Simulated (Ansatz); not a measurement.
Geometry optimisation, RKS PBE-D4/def2-SVP in Ansatz.

Input:

```yaml
crystal:
  periodic: [false, false, false]
  atoms:
    - { symbol: B, position_ang: [0.003758, -0.410726, -0.421126] }
    - { symbol: Cl, position_ang: [0.008591, 0.107004, 2.593367] }
    - { symbol: F, position_ang: [1.150738, 0.200245, -0.655694] }
    - { symbol: F, position_ang: [-1.145057, 0.16421, -0.727956] }
    - { symbol: F, position_ang: [0.008152, -1.652944, 0.052521] }
    - { symbol: H, position_ang: [0.094117, -1.136988, 2.109587] }
basis:
  gaussian: { orbitals: def2-SVP }
hamiltonian:
  xc: pbe
  dispersion: d4
relax:
  f_tol: 0.03
  max_steps: 50
output:
  orbitals: {}
```

Launched with:

```bash
$ ansatz run input.yaml --threads 1 --pin off --max-ram 2048MiB --backend cpu --events-out ev --progress --plain --runs-dir out
```

Problem. Where does it end, and by what steps?

Solution. The run converged. After 7 steps the energy has fallen by 0.034 eV; H6 moved furthest, 0.27 Å.

```
step  energy less start (eV)  largest force component (eV/Å)  accepted
   0                  0.0000                           0.941       yes
   1                 -0.0177                           0.661       yes
   2                 -0.0022                           1.043        no
   3                 -0.0301                           0.239       yes
   4                 -0.0326                           0.158       yes
   5                 -0.0339                           0.100       yes
   6                 -0.0342                           0.067       yes
   7                 -0.0343                           0.001       yes
```

```xyz
6
Properties=species:S:1:pos:R:3
B 0.014 -0.404 -0.450
Cl 0.018 0.118 2.481
F 1.150 0.228 -0.695
F -1.147 0.187 -0.684
F 0.039 -1.682 -0.076
H 0.046 -1.176 2.375
```

Whether the end is a true minimum wasn't checked by a vibrational analysis.

Run time: 15 s on 1 thread of Arm Neoverse V2, with other jobs on the host, peak memory 0.14 GiB.
